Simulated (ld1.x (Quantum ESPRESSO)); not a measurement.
**Pr (Z = 59), PAW: configuration errors across variants**

praseodymium, PAW, made with ld1.x (Quantum ESPRESSO) 7.5 (PBE, fully relativistic). Core [Kr] 4d10, reference 4f3 5s2 5p6 5d0.5 6s1.5 6p0. Waves: 5s (bound): rcut 1.95, rcutus 2.35 bohr; 6s (bound): rcut 1.95, rcutus 2.35 bohr; 5p (bound): rcut 2.85, rcutus 3.00 bohr; 6p (bound, empty): rcut 2.85, rcutus 3.00 bohr; 5d (bound): rcut 2.10, rcutus 2.65 bohr; 5d channel at 1.85 Ry: rcut 2.10, rcutus 2.65 bohr; 4f (bound): rcut 1.70, rcutus 1.95 bohr; 4f channel at 0.65 Ry: rcut 1.70, rcutus 1.95 bohr. Local part: all-electron potential smoothed inside 1.85 bohr (lloc = -2). Core correction: a·sin(br)/r model core, default radius (core density twice the valence density). Augmentation charge: PSQ, inside the norm-conserving radii.

Open shells are filled in proportion to 2j + 1 (rel_dist='average').

All-electron excitation energies from the reference (eV): (1) 4f3 5s2 5p6 5d0 6s2 6p0 -0.753; (2) 4f3 5s2 5p6 5d0 6s1 6p0 4.969; (3) 4f3 5s2 5p6 5d0 6s0 6p0 15.594; (4) 4f3 5s2 5p6 5d0 6s1 6p1 1.509; (5) 4f3 5s2 5p6 5d0 6s0 6p1 7.851.

The default core radius of the base comes out at 1.04 bohr.

Tests that are not counted but printed errors over 1 eV. “local potential all-electron potential smoothed inside 3.40 bohr (lloc = -2)”: 4f1 5s2 5p6 5d0 6s0 6p0 (solver errors, printed error -592 eV).

1 further variants failed, have other tests or too few solved ones, and are left out.

Errors AE − PS in meV (a dash: test not solved or not reliable):

| change | (1) | (2) | (3) | (4) | (5) | bound ghosts |
| --- | --- | --- | --- | --- | --- | --- |
| base | -0.9 | -3.0 | -5.1 | -2.7 | -1.5 | not determined |
| all radii but the core radius scaled by about 0.73 (s 1.70, p 2.18, d 1.92, f 1.42 bohr, rcut 1.42/2.06/1.52/1.24); local potential all-electron potential smoothed inside 1.34 bohr (lloc = -2) | -0.3 | -0.8 | -1.3 | -0.1 | +0.1 | not determined |
| core correction a·sin(br)/r model core inside 1.60 bohr | -0.8 | -3.0 | -4.8 | -2.4 | -1.5 | not determined |
| local potential all-electron potential smoothed inside 3.40 bohr (lloc = -2) | -0.4 | -1.1 | -0.8 | -0.7 | -1.4 | not determined |
| local potential all-electron potential smoothed inside 1.60 bohr (lloc = -2) | -0.4 | -1.2 | -2.0 | -0.8 | +0.3 | not determined |

Problem. Give the same row for: waves 5p (bound): rcut 2.16, rcutus 2.30 bohr; 6p (bound): rcut 2.16, rcutus 2.30 bohr.

Solution. -0.8, -4.8, -16, -3.0, -9.0; bound ghosts: not determined.
